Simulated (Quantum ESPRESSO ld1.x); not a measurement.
Results of a calculation; reference values are marked as such.
Problem. These are the eigenvalues of the occupied orbitals of an atom or ion with whole-number occupations (eV). Code: ld1.x of Quantum ESPRESSO 7.5. Model: non-relativistic Kohn-Sham, PBE, spin-unpolarised, spherical densities, point nucleus.

1s: -2740.49
2s: -250.977
2p: -191.571
3s: -20.5289
3p: -8.6096

Which element is it, and in what charge state? The configuration may be excited.

Solution. Z = 17, chlorine, charge 0: Cl in [Ne] 3s2 3p5. The list shows which subshells hold electrons but not how many an open one holds; the 1s level, -100.71 hartree, gives Z - s = 14.2 by -(Z - s)^2/2, which with screening narrows Z to a few neighbours, and the depths of the outer levels then fix element, charge and occupations together.
